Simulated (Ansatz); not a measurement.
Gas-phase electronic energies from Ansatz, PBE0-D4/def2-TZVP geometries. CCSD(T)/CBS adds triple-zeta CCSD(T) − MP2 to the extrapolated MP2 energy (def2 sets, frozen cores). This one scheme is used for every species. Functionals use def2-TZVPP. B3LYP here is the variant with VWN-RPA as its local correlation; programs differ in this. def2 core potentials past Kr. For Te outer-core shells are correlated without core-valence functions, which leaves a few kJ/mol of doubt a bond. Each species was taken in one conformer, which may not be the lowest.

`SC[TeH]` + `N[SiH3]` → `[SiH3]NCS` + H₂Te  (substitution at a C–Te bond)

```tsv
level	ΔE (kJ/mol)	difference from CCSD(T)/CBS
PBE0-D4	26.6	-9.9
ωB97M-V	27.3	-9.2
B2PLYP	30.7	-5.8
r2SCAN	28.6	-7.9
B3LYP	27.5	-9.0
MP2/def2-TZVPP	37.6	1.1
CCSD/def2-TZVPP	27.0	-9.5
MP2/def2-QZVPP	42.4	5.9
SCS-MP2/def2-QZVPP	38.5	2.0
CCSD/CBS(def2)	35.0	-1.5
CCSD(T)/CBS	36.5	0
```

Largest T1 diagnostic among the species: 0.011.

In def2-TZVPP, CCSD(T) changes the Hartree–Fock value by +7.4 kJ/mol (the triples alone add +1.5 kJ/mol) and MP2 by +16.4 kJ/mol.
